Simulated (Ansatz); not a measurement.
`OC1COB1[SiH3]`. Total charge 0; spin multiplicity 1.

```xyz
13

O     1.293    1.720   -0.066
C     1.151    0.316   -0.007
C     1.228   -0.341   -1.387
O    -0.093   -0.946   -1.274
B    -0.311   -0.345   -0.069
Si   -1.997   -0.407    1.041
H     0.899    2.099    0.723
H     1.854   -0.134    0.706
H     1.247    0.378   -2.207
H     1.987   -1.112   -1.533
H    -3.156   -0.998    0.321
H    -1.745   -1.203    2.276
H    -2.359    0.973    1.476
```

(1) Give the diagnostics of a CCSD(T)/def2-TZVPP run (frozen core, Ansatz 0.2.0). (Estimate.)

## Answers

(1) Ansatz gave: T1 = 0.0145, largest single amplitude 0.041, largest double 0.022, (T) share of the correlation energy 3.9 %, 10 CCSD cycles. The RHF solution is stable towards an unrestricted one. T1 lies under the customary mark of 0.02 for closed shells.
